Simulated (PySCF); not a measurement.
Molecule: SMILES C#C[SiH](N)N, C2H6N2Si.

Geometry (Å), atoms numbered from 1 in this order:
```xyz
11

C     1.9783    1.7496    0.1786
C     1.0643    1.0196   -0.0962
Si   -0.2868   -0.1836   -0.5282
N     0.0298   -1.8049   -0.0052
N    -1.6973    0.4755    0.2067
H     2.7669    2.4051    0.4169
H    -0.4785   -0.2707   -1.9749
H     0.0370   -2.0070    0.9825
H     0.7659   -2.3215   -0.4582
H    -1.6215    0.9936    1.0656
H    -2.5527   -0.0530    0.1864
```

Frames of a GFN2-xTB Langevin trajectory at 400 K; GIAO PBE0/pcSseg-1 shieldings in PySCF 2.14, gas phase, non-relativistic; equivalent atoms averaged within each frame.

Shifts are taken against calculated references (same method and geometry level): 13C (σref 186.93), 29Si (σref 349.16), 1H (σref 31.72) against TMS; 15N (σref 267.73) against NH3. The references are static minima.

Problem. How do the shifts (ppm) fluctuate along the trajectory?

Solution. 
```tsv
time (fs)	C2	C1	Si3	N4/N5	H7	H6	H8/H9/H10/H11
optimised geometry	92.4	97.6	-50.5	27.9	4.85	1.73	0.58
250	113.6	96.9	-39.2	27.7	5.22	2.58	0.93
425	96.1	96.3	-47.0	21.1	6.39	2.78	0.41
625	93.6	100.2	-42.4	28.1	5.82	2.14	0.59
800	96.1	109.6	-45.7	35.6	4.88	2.40	0.57
1000	105.6	104.0	-48.0	24.0	4.22	2.19	0.45
mean of frames	101.0	101.4	-44.5	27.3	5.31	2.42	0.59
standard deviation	8.4	5.5	3.6	5.5	0.84	0.27	0.20
```

5 frames give an uncertainty of the mean of about the standard deviation over 2.2 at best, since frames this close in time may not be independent; classical motion lacks zero-point vibration, and the reference would need the same averaging.
